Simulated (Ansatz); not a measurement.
Two isomers of C2H6OSi: A = `O/C=C/[SiH3]`, B = `[SiH3]C1CO1`.

Program: Ansatz. Geometries: PBE0-D4/def2-TZVP. ΔE: electronic, gas phase. CCSD(T)/CBS is the MP2 limit (def2-TZVPP, def2-QZVPP) plus CCSD(T) − MP2 in def2-TZVPP, frozen cores. Functionals use def2-TZVPP. Each species was taken in one conformer, which may not be the lowest.

Q: Which is lower in electronic energy at CCSD(T)/CBS, and by how much? (Estimate.)

A: Computed: A, by 92.8 kJ/mol.

Q: Give E(B) − E(A) in kJ/mol with B2PLYP, BLYP-D4, MP2/def2-TZVPP, CCSD/def2-TZVPP, LDA (SPW92), ωB97M-V, HF/def2-TZVPP. (An estimate is asked.)

A: Computed: B2PLYP 95.5, BLYP-D4 99.0, MP2/def2-TZVPP 87.5, CCSD/def2-TZVPP 90.8, LDA (SPW92) 86.5, ωB97M-V 89.7, HF/def2-TZVPP 104.6. None reverses the order clearly.

Q: Does the order hold for the free energy at 298.15 K (harmonic terms from PBE0-D4)? (An estimate is asked.)

A: The calculation gave: Yes: G(B) − G(A) = +93.6 kJ/mol, for one conformer each.

Largest T1 diagnostic: 0.013.

At CCSD(T), def2-SVP lies −3.4 kJ/mol from the extrapolated value and def2-TZVPP −1.8 kJ/mol. Leaving LDA and LC-ωPBE aside and taking each functional with its dispersion term where it has one, the values, not all of them listed here, spread over 20.0 kJ/mol, from ωB97X-V to BLYP-D4.
